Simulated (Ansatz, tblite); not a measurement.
Removing and adding an electron: (Cl)2Hf(OSiH2)2O (HfSi₂Cl₂O₃H₄). The state is a singlet with charge 0. Geometry: B3LYP-D4/def2-SVP. Ansatz, gas phase; energy differences of separate SCF runs; the oxidised species was run as a doublet alone; the reduced species was run as a doublet alone.

```xyz
12

Hf   -1.6534    0.6453    0.7529
Cl   -2.0356    2.9445    1.1980
Cl   -3.4468   -0.8096    1.2980
O    -0.0078    0.0482    1.5829
Si    1.4705   -0.5253    1.0304
O     1.3883   -0.5416   -0.6322
Si    0.3042   -0.1664   -1.8384
O    -1.0906    0.3838   -1.0823
H     1.6773   -1.9048    1.5304
H     2.5458    0.3972    1.4648
H    -0.0117   -1.3861   -2.6185
H     0.8598    0.9148   -2.6859
```

In the def2 sets Hf takes a core potential; there is no spin–orbit coupling. The xTB rows come from tblite. Correlated methods freeze 23 core orbitals; core or outer-core shells of Hf are correlated, in sets that lack core-valence functions. HOMO above LUMO, or a gap near zero within one spin, warns that the state may not be the lowest or that an electron is smeared out.

Task: Estimate orbital energies and vertical ionisation energies and electron affinities at: GFN1-xTB; GFN2-xTB; PBE-D4/def2-SVP; PBE-D4/def2-TZVP; PBE0-D4/def2-SVP; PBE0-D4/def2-TZVP; PBE-QIDH/def2-TZVP.

Result: 
```
             level  −HOMO (eV)  vertical IE (eV)  −LUMO (eV)  vertical EA (eV)  HOMO–LUMO gap (eV)  IE − EA (eV)                                     remarks
          GFN1-xTB       12.02             14.27        9.33              6.50                2.70          7.77                                           –
          GFN2-xTB       11.58             13.73        8.12              5.93                3.46          7.80                                           –
   PBE-D4/def2-SVP        7.42                 –        1.96             -0.46                5.47             –                HOMO above zero (-1 doublet)
  PBE-D4/def2-TZVP        7.51              9.80        2.02                 –                5.49             –  gap within one spin near zero (+1 doublet)
  PBE0-D4/def2-SVP        8.86                 –        1.14             -0.51                7.72             –                HOMO above zero (-1 doublet)
 PBE0-D4/def2-TZVP        8.90             10.56        1.18                 –                7.73             –                                           –
PBE-QIDH/def2-TZVP           –             11.53           –                 –                   –             –    test for broken spin undecided (singlet)
```

   A HOMO above zero means that the electron is unbound at that level or that self-interaction error raises the level; the energy of removing that electron tells which. Raw xTB energy differences between charge states are shifted by several eV; the methods need an empirical correction for them. Sets without diffuse functions give affinities that are too small. A negative affinity means that the extra electron isn't bound; its size then hangs on the basis.
